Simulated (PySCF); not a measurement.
MoF5, SMILES [F][Mo]([F])([F])([F])[F] (connectivity only; charge and spin as stated), neutral, multiplicity 2.

Geometry optimised at B3LYP-D3(BJ)/def2-SVP. The spin state was assumed, not searched. The isomer is the one that the SMILES or the coordinates give; other isomers of the formula were not compared. The def2 effective core potentials stand for the cores of Mo; spin–orbit coupling is left out.

Computed with TDA-LC-ωPBE/def2-SVPD in PySCF.

Vertical excitations. Isolated molecule, no solvent.

Task: Estimate the UV-visible absorptions. (The exact figures need the calculation; the answer reports its results.)

Result: 
| state | energy (eV) | λ (nm) | f | main pairs |
|---|---|---|---|---|
| root 1 | 0.27 | 4666 | 0.000 | α HOMO→LUMO 98 % |
| root 2 | 1.35 | 917 | 0.000 | α HOMO→LUMO+1 97 % |
| root 3 | 1.88 | 661 | 0.000 | α HOMO→LUMO+2 97 % |
| root 4 | 4.52 | 274 | 0.000 | α HOMO→LUMO+3 50 %, α HOMO→LUMO+4 46 % |
| root 5 | 5.31 | 233 | 0.000 | α HOMO−1→LUMO 60 %, β HOMO−2→LUMO 27 % |
| root 6 | 5.41 | 229 | 0.002 | α HOMO−2→LUMO 66 %, β HOMO−4→LUMO 31 % |
| root 7 | 5.44 | 228 | 0.001 | α HOMO−3→LUMO 82 %, β HOMO−3→LUMO 10 % |
| root 8 | 5.63 | 220 | 0.000 | α HOMO−4→LUMO 45 %, β HOMO→LUMO 52 % |
| root 9 | 5.71 | 217 | 0.000 | α HOMO−5→LUMO 28 %, β HOMO−1→LUMO 70 % |
| root 10 | 5.89 | 210 | 0.002 | α HOMO−4→LUMO 51 %, β HOMO→LUMO 45 % |
Unrestricted roots are not spin-pure.
